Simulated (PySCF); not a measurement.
Gas-phase reaction: GeCl₄ + 5 GeO₂ ⇌ 3 Ge₂O₂ + 4 ClO

Energies from PySCF (xtb for GFN2), thermal terms from the rigid-rotor harmonic-oscillator model, ideal gas at 1 bar. † marks an energy on the PBE0/def2-TZVP geometry and frequencies; other levels use their own. Open shells (unrestricted): ClO (multiplicity 2, electronic degeneracy 4); the rest are closed-shell singlets. GFN2 has no spin-polarisation term. Spin-orbit splitting is ignored; it lowers the true energy and changes the entropy of ClO. B3LYP is the form with VWN-RPA correlation. Ge: all electrons, no relativistic terms. GeO₂, Ge₂O₂: computed as isolated molecules; such fragments, hydroxides, amides, oligomers or adducts are transient or little studied in the gas. The harmonic model lacks anharmonicity and excited electronic states, which grow with temperature; levels with a mode under 35 cm⁻¹ are left out.

```
level              ΔE electronic, kJ  ΔH°(298 K), kJ  ΔS°(298 K), J/K  ΔG°(2000 K), kJ
-----------------  -----------------  --------------  ---------------  ---------------
B3LYP/def2-TZVP†                 396             381              228              -45
GFN2-xTB                         838             820              224              394
PBE0/def2-QZVP†                  408             393              228              -33
PBE0/def2-TZVP                   416             401              228              -25
r2SCAN/def2-TZVP†                513             498              228               72
LDA/def2-TZVP†                   535             520              228               94
```
ΔH° is lowest at B3LYP/def2-TZVP† and highest at GFN2-xTB. No reference value is set beside these.
